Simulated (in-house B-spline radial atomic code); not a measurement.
Values are calculated unless marked as measured or tabulated.
# F in an electron gas of r_s = 1.65: phase shifts, screening and friction

A nucleus sits in a uniform electron gas with a rigid positive background. The Kohn-Sham equations are solved self-consistently in the spin-unpolarised LDA (PW92), non-relativistic, on B-splines with outgoing waves at the boundary and partial waves to l = 8. The model has no lattice, no bands and no magnetic solution. Atomic units; δ_l are the phase shifts at the Fermi level, counted so that each bound state adds π, and good to about 0.0005.

The density parameter is r_s = 1.65 bohr.

| l | δ_l (rad) |
| --- | --- |
| 0 | 4.9393 |
| 1 | 2.5329 |
| 2 | 0.2222 |
| 3 | 0.0492 |
| 4 | 0.0112 |
| 5 | 0.0029 |
| 6 | 0.0008 |
| 7 | 0.0003 |
| 8 | 0.0001 |

Bound levels below the band bottom (hartree): s -23.51, s -0.6687, p -0.0297.

**Question.** Check the Friedel sum rule, and say where the screening charge sits.

**Answer.** k_F = (9π/4)^(1/3)/r_s = 1.16313. The rule is Z = (2/π) Σ (2l + 1) δ_l. The terms are s 3.144, p 4.837, d 0.707, f 0.219 and 0.095 beyond, in all 9.004 against Z = 9. Bound states hold 4 s, 6 p, 0 d electrons, so the scattering states carry -1.00 in all; where a term is smaller than its bound count, the bound level has drawn weight out of the band.

**Question.** Find the transport cross section and the electronic stopping of a 1 keV F ion (mass 19.0 u).

**Answer.** σ_tr = (4π/k_F²) Σ (l + 1) sin²(δ_l − δ_(l+1)). The terms for l = 0 to 3 are 0.4499, 1.0909, 0.0889, 0.0058, all together 1.6358, so σ_tr = 9.289 × 1.6358 = 15.194 bohr². With n = 3/(4π r_s³) = 0.05314, the friction coefficient is Q = n k_F σ_tr = 0.9392. For v well below v_F = 1.163, dE/dx = Q v; with 24801 eV per u at v = 1, v = √(1000/(24801 × 19.0)) = 0.0461, so dE/dx = 0.04327 hartree/bohr = 22.2 eV/nm. The largest term couples the p and d waves.
